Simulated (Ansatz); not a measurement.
Geometry optimisation, Ansatz 0.2.0, UKS PBE/def2-SVP.

Input file:

```yaml
crystal:
  periodic: [false, false, false]
  atoms:
    - { symbol: W, position_ang: [0.0, 0.0, 0.0] }
    - { symbol: H, position_ang: [0.0, 0.0, 1.97] }
    - { symbol: O, position_ang: [1.94, 0.0, 0.0] }
    - { symbol: H, position_ang: [2.2771, -0.9519, -0.0197] }
    - { symbol: H, position_ang: [0.0, 1.72, 0.0] }
    - { symbol: H, position_ang: [-1.72, 0.0, 0.0] }
    - { symbol: H, position_ang: [0.0, -1.72, 0.0] }
    - { symbol: H, position_ang: [0.0, 0.0, -1.72] }
    - { symbol: H, position_ang: [0.0, 0.0, 2.93] }
magnetization:
  spin_polarized: true
  initial_magnetization: 1
basis:
  gaussian: { orbitals: def2-SVP }
hamiltonian:
  xc: pbe
relax:
  f_tol: 0.15
  max_steps: 25
  restrain:
    - { distance: [1, 8], at: 1.86, k: 30.0 }
    - { distance: [0, 1], at: 1.72, k: 30.0 }
```

Command:

```bash
$ ansatz run input.yaml --threads 2 --pin off --max-ram 3072MiB --backend cpu --events-out ev --progress --plain --runs-dir out
```

Task: Where does it end, and by what steps?

Result: The run converged. The restraints hold the end off the free minimum. After 10 steps the energy has fallen by 1.752 eV (the restraints' own energy left out); H2 moved furthest, 0.79 Å.

| step | energy less start (eV) | largest force component (eV/Å) | accepted |
| --- | --- | --- | --- |
| 0 | 0.0000 | 4.493 | yes |
| 1 | 1.2477 | 5.422 | yes |
| 2 | 1.4861 | 3.327 | yes |
| 3 | 0.2470 | 1.695 | yes |
| 4 | -0.9174 | 1.672 | yes |
| 5 | -1.4489 | 0.734 | yes |
| 6 | -1.6449 | 0.432 | yes |
| 7 | -1.6989 | 1.271 | yes |
| 8 | -1.7241 | 0.505 | yes |
| 9 | -1.7478 | 0.346 | yes |
| 10 | -1.7520 | 0.475 | yes |

```xyz
9
Properties=species:S:1:pos:R:3
W 0.304 0.322 -0.381
H -0.090 -0.174 1.203
O 2.058 -0.255 0.037
H 2.446 -0.910 0.648
H -0.406 1.672 0.421
H -1.318 0.076 0.032
H -0.224 -1.228 -0.092
H -0.497 -0.365 -1.736
H 0.223 -0.092 3.028
```

The run took 36 s on 2 threads of Arm Neoverse V1, with other jobs on the host, peak memory 0.17 GiB.
